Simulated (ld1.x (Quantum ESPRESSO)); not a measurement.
# What the settings do to the RRKJ potential of osmium

Base potential:

```
Element                 : osmium (Os)
Generator               : ld1.x (Quantum ESPRESSO) 7.5
Type                    : norm-conserving RRKJ (Kleinman–Bylander form)
Functional              : PBEsol
Relativity              : scalar-relativistic
Frozen core             : [Kr] 4d10 4f14 5s2
Valence charge          : 14
Reference configuration : 5p6 5d6 6s1 6p1
Partial waves           : 5p (bound): rc 1.50 bohr; 5d (bound): rc 1.55 bohr; 6s (bound): rc 2.55 bohr
Local potential         : the s channel
Core correction         : Bessel-smoothed model core inside 1.20 bohr
```

Occupied shells without a wave of their own: 6p. They enter only through the test configuration that unscreens the potential, and ld1.x also counts them in the model core charge.

Cutoffs, loose and tight: the cutoffs (Ry, on a coarse ladder) from which the occupation-weighted sum of valence levels, in a spherical-Bessel basis at the reference potential, stays within 10 and 1 mRy of its value at 400 Ry. They do not see the model core or the augmentation charge, which bear on the density cutoff. Test errors are all-electron minus pseudo excitation energies from the reference, over the configurations 5p6 5d6 6s2 6p0; 5p6 5d6 6s1 6p0; 5p6 5d6 6s0 6p0; 5p6 5d6 6s0 6p2; 5p6 5d6.5 6s1.5 6p0; 5p6 5d6 6s0 6p1; 5p5 5d6 6s2 6p0. A dash means not determined; rows that change the core or the reference have their own tests.

With those shells counted twice in exchange and correlation these files are broken, and their errors move erratically; no question is asked of them.

A true bound ghost makes a file unfit for plane-wave use even where its test errors are small: the radial tests pick states by their node count and pass the ghost by. Where a test does run into it, the solver fails or the error is huge.

```csv
change,outcome,"cutoff, loose","cutoff, tight",bound ghosts,largest test error (meV)
base,"generated, misses its reference levels by 0.54 eV",70 Ry,110 Ry,none,+1030
wave 6s (bound): rc 2.55 bohr becomes 6s (bound): rc 2.92 bohr,"generated, misses its reference levels by 0.53 eV",70 Ry,110 Ry,none,+1000
reference 5p6 5d6 6s2 6p0,generated,70 Ry,110 Ry,none,-566
core correction Bessel-smoothed model core inside 1.74 bohr,"generated, misses its reference levels by 0.54 eV",70 Ry,110 Ry,none,+1030
wave 5p (bound): rc 1.50 bohr becomes 5p (bound): rc 2.02 bohr,"generated, misses its reference levels by 0.54 eV",60 Ry,80 Ry,none,+1012
functional revPBE,"generated, misses its reference levels by 0.52 eV",70 Ry,110 Ry,none,+1162
wave 5d (bound): rc 1.55 bohr becomes 5d (bound): rc 2.38 bohr,"generated, misses its reference levels by 0.54 eV",70 Ry,100 Ry,none,+1033
"core [Kr] 4d10 4f14, valence charge 16; reference 5s2 5p6 5d6 6s2 6p0; waves now 5s (bound): rc 1.65 bohr; 5p (bound): rc 1.35 bohr; 5d (bound): rc 2.40 bohr; local potential the d channel; core correction a·sin(br)/r model core inside 0.75 bohr","generated, misses its reference levels by 0.72 eV",80 Ry,140 Ry,p,"no test is counted, since the test run did not reproduce the reference configuration"
```
